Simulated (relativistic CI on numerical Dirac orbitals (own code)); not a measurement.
Sb¹⁹⁺: computed level list

Method of calculation: Dirac-Coulomb-Breit CI, orbitals from a KLI potential per configuration, QED by a radiative potential, unscaled Slater integrals (own radial code, finite nucleus).

Configurations in the expansion (outside the closed core [Ar] 3d10): 4s2.4p2, 4s.4p3, 4p4, 4s2.4p.4d, 4s.4p2.4d, 4s2.4p.4f, 4s.4p2.4f, 4p3.4d, 4s.4p.4d2, 4s2.4d.4f, 4p3.4f, 4s2.4p.5s, 4s2.4d2, 4s.4d3, 4s.4d2.4f, 4p2.4d2, 4p.4d3, 4p.4d2.4f, 4p.4d2.5s, 4s2.4f2, 4s.4d.4f2, 4s.4f3, 4p2.4f2, 4p.4d.4f2, 4p.4f3, 4p.4f2.5s. Double excitations out of closed p, d and f shells are left out; levels of such configurations are missing from the list, as are those of other unlisted configurations, and high levels can miss mixing partners.

The lowest level is 4s2.4p2 3P_0, with 80 % of that term; Hund's rules for 4s2.4p2 give 3P with J = 0, in agreement.

| No. | Configuration | Term | J | E (eV) | % | Lifetime (s) |
| --- | --- | --- | --- | --- | --- | --- |
| 1 | 4s2.4p2 | 3P | 0 | 0.000 | 80 |  |
| 2 | 4s2.4p2 | 3P | 1 | 9.440 | 98 | 1.57e-04 |
| 3 | 4s2.4p2 | 1D | 2 | 11.682 | 50 | 1.36e-02 |
| 4 | 4s2.4p2 | 3P | 2 | 22.912 | 50 | 6.12e-05 |
| 5 | 4s2.4p2 | 1S | 0 | 28.585 | 79 | 2.61e-05 |
| 6 | 4s.4p3(4S°) | 5S° | 2 | 50.712 | 75 | 6.26e-10 |
| 7 | 4s.4p3(2D°) | 3D° | 1 | 59.615 | 63 | 5.18e-11 |
| 8 | 4s.4p3(2D°) | 3D° | 2 | 62.006 | 62 | 1.33e-10 |
| 9 | 4s.4p3(2D°) | 3D° | 3 | 65.321 | 93 | 1.58e-10 |
| 10 | 4s.4p3(2P°) | 3P° | 0 | 70.342 | 94 | 4.82e-11 |
| 11 | 4s.4p3(2P°) | 3P° | 1 | 71.763 | 65 | 3.47e-11 |
| 12 | 4s.4p3(2D°) | 1D° | 2 | 72.536 | 37 | 3.63e-11 |
| 13 | 4s.4p3(4S°) | 3S° | 1 | 79.131 | 52 | 6.84e-12 |
| 14 | 4s.4p3(2P°) | 3P° | 2 | 81.098 | 36 | 5.17e-11 |
| 15 | 4s2.4p.4d | 3F° | 2 | 86.458 | 82 | 3.56e-11 |
| 16 | 4s2.4p.4d | 3F° | 3 | 90.709 | 87 | 4.17e-11 |
| 17 | 4s.4p3(2P°) | 1P° | 1 | 91.459 | 47 | 7.24e-12 |
| 18 | 4s2.4p.4d | 3P° | 2 | 94.273 | 47 | 5.83e-12 |
| 19 | 4s2.4p.4d | 3D° | 1 | 95.580 | 55 | 3.56e-12 |
| 20 | 4s2.4p.4d | 3F° | 4 | 98.968 | 98 | 1.36e-04 |
| 21 | 4s2.4p.4d | 1D° | 2 | 102.817 | 42 | 4.46e-12 |
| 22 | 4s2.4p.4d | 3P° | 0 | 103.928 | 93 | 5.15e-12 |
| 23 | 4s2.4p.4d | 3P° | 1 | 104.994 | 63 | 4.47e-12 |
| 24 | 4s2.4p.4d | 3D° | 3 | 104.995 | 71 | 3.83e-12 |
| 25 | 4s2.4p.4d | 3P° | 2 | 106.467 | 41 | 4.76e-12 |
| 26 | 4s2.4p.4d | 1F° | 3 | 112.334 | 81 | 3.43e-12 |
| 27 | 4s2.4p.4d | 1P° | 1 | 114.000 | 78 | 4.79e-12 |
| 28 | 4p4 | 3P | 2 | 117.322 | 57 | 2.46e-11 |
| 29 | 4p4 | 3P | 0 | 123.173 | 48 | 1.84e-11 |
| 30 | 4s.4p2(3P)<4P>.4d | 5F | 1 | 125.903 | 70 | 1.80e-10 |
| 31 | 4s.4p2(3P)<4P>.4d | 5F | 2 | 127.355 | 62 | 1.12e-10 |
| 32 | 4p4 | 3P | 1 | 127.971 | 68 | 2.09e-11 |
| 33 | 4p4 | 1D | 2 | 129.165 | 51 | 2.91e-11 |
| 34 | 4s.4p2(3P)<4P>.4d | 5F | 3 | 130.054 | 54 | 7.03e-11 |
| 35 | 4s.4p2(3P)<4P>.4d | 5D | 0 | 134.136 | 92 | 2.25e-10 |
| 36 | 4s.4p2(3P)<4P>.4d | 5D | 1 | 134.729 | 80 | 6.90e-11 |
| 37 | 4s.4p2(3P)<4P>.4d | 5D | 2 | 134.862 | 48 | 5.71e-11 |
| 38 | 4s.4p2(3P)<4P>.4d | 5F | 4 | 135.031 | 75 | 2.02e-09 |
| 39 | 4s.4p2(3P)<4P>.4d | 5F | 3 | 135.405 | 34 | 5.81e-11 |
| 40 | 4s.4p2(3P)<4P>.4d | 5D | 4 | 137.597 | 47 | 7.12e-10 |
| 41 | 4s.4p2(3P)<4P>.4d | 3F | 2 | 137.636 | 67 | 3.31e-11 |
| 42 | 4s.4p2(3P)<4P>.4d | 5F | 5 | 138.832 | 82 | 9.62e-10 |
| 43 | 4s.4p2(1D)<2D>.4d | 3F | 3 | 141.513 | 54 | 1.44e-11 |
| 44 | 4s.4p2(3P)<4P>.4d | 3P | 2 | 142.125 | 45 | 9.43e-12 |
| 45 | 4p4 | 1S | 0 | 143.656 | 42 | 2.47e-11 |

Energies count from the lowest computed level; ° marks odd parity; lifetimes are radiative, by E1, M1, E2, M2, E3 decay to levels of this space only. Percentages are summed over parent terms; the parents shown are those of the largest component, closed shells are left out there, and <> holds an intermediate term.

The mean weight of the leading LS term, summed over parents, in these 45 levels is 64 %, and that of the leading jj configuration (from the same eigenvectors) 73 %.

At this charge energies of transitions that change n are usually good to better than 1 %, and those within a shell (Δn = 0) to a few per cent.

LS names give the leading component of a level, which can be under half, so a name can repeat, a term be missing and a line seem to break the LS rules.
